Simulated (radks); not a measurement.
Task: Nd II, configuration [Xe] 4f(up 4, down 0) 6s(up 0.5, down 0.5) (fractional occupations, a model configuration). All-electron calculation, scalar-relativistic Kohn-Sham, PBE, spin-polarised, spherical densities, point nucleus. Program: a radial shooting solver on a logarithmic mesh with Libxc functionals. Some entries of the table are withheld. Estimate them.

| orbital | occ. | eigenvalue (eV) | <r> (bohr) |
|---|---|---|---|
| 1s up | 1 | -43409.20 | 0.02363 |
| 1s down | 1 | -43409.20 | 0.02363 |
| 2s up | 1 | -7025.588 | 0.1010 |
| 2s down | 1 | -7025.580 | 0.1010 |
| 2p up | 3 | -6280.705 | 0.08880 |
| 2p down | 3 | -6280.701 | 0.08880 |
| 3s up | 1 | -1528.837 | 0.2664 |
| 3s down | 1 | -1527.783 | 0.2662 |
| 3p up | 3 | -1293.955 | 0.2646 |
| 3p down | 3 | -1292.906 | 0.2644 |
| 3d up | 5 | -968.1406 | 0.2418 |
| 3d down | 5 | -967.3304 | 0.2416 |
| 4s up | 1 | -309.6154 | 0.6075 |
| 4s down | 1 | -306.7334 | 0.6073 |
| 4p up | 3 | -232.7333 | 0.6434 |
| 4p down | 3 | -229.8274 | 0.6431 |
| 4d up | 5 | -123.4852 | 0.7075 |
| 4d down | 5 | -120.5521 | 0.7075 |
| 5s up | 1 | -47.1125 | 1.467 |
| 5s down | 1 | -45.2458 | 1.483 |
| 5p up | 3 | -28.5671 | 1.715 |
| 5p down | 3 | -27.1405 | 1.742 |
| 4f up | 4 | -8.5014 | (1) |
| 6s up | 0.5 | (2) | 3.992 |
| 6s down | 0.5 | (3) | 4.071 |
| 4f down | 0 | -5.9892 | (4) |

Result: 
(1) 4f up <r> (bohr): 1.085
(2) 6s up eigenvalue (eV): -8.2951
(3) 6s down eigenvalue (eV): -8.0329
(4) 4f down <r> (bohr): 1.171
